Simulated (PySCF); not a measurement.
Mapped SMILES: `[CH:1]#[C:2][P:3]([CH3:4])[C:5]([F:6])=[C:7]([F:8])[F:9]`. Hydrogens are named by the atom that carries them.

Geometry: PBE0-D3(BJ)/def2-SVP; GIAO shifts from PySCF, gas phase, non-relativistic, averaged over equivalent atoms.

At PBE0/pcSseg-1 (180 basis functions, 38 s wall time on 1 thread of an Intel Xeon Platinum 8375C, shared host):
| atoms | δ (ppm) |
| --- | --- |
| C7 | 167.2 |
| C5 | 132.8 |
| C1 | 101.8 |
| C2 | 83.4 |
| C4 | 11.4 |
| P3 | -92.6 |
| F9 | -83.8 |
| F8 | -108.1 |
| F6 | -198.6 |
| H(C1) | 2.85 |
| H(C4) | 1.51 |

References, each an isolated molecule treated in the same way: TMS for $^{13}$C (σref 184.41) and $^{1}$H (σref 31.27); $^{31}$P (σref 310.13) vs H3PO4; CFCl3 for $^{19}$F (σref 177.25).

Estimate the result of repeating the calculation with PBE/pcSseg-1.

## Answers


```csv
atoms,δ at PBE/pcSseg-1,change
C7,167.0,-0.2
C5,132.9,+0.1
C1,97.9,-3.9
C2,82.9,-0.5
C4,12.0,+0.6
P3,-87.1,+5.5
F9,-97.6,-13.8
F8,-120.5,-12.4
F6,-210.2,-11.6
H(C1),2.73,-0.12
H(C4),1.48,-0.03
```

Chemical shifts δ = σref − σ; $^{13}$C (σ = 180.03 ppm) and $^{1}$H (σ = 31.20 ppm) vs TMS; $^{31}$P (σ = 295.64 ppm) vs H3PO4; CFCl3 for $^{19}$F (σ = 144.73 ppm), all at this level.

The largest change is at F9 (vinylic fluorine). Cost: 180 basis functions, 35 s wall time on 1 thread of an Intel Xeon Platinum 8375C, shared host. The order of the carbon signals is the same at both levels.

Unscaled 19F shifts against computed CFCl3 carry errors that often reach 10 to 50 ppm. Experimental scales use liquid or dissolved standards, which lie at an offset from isolated H3PO4.
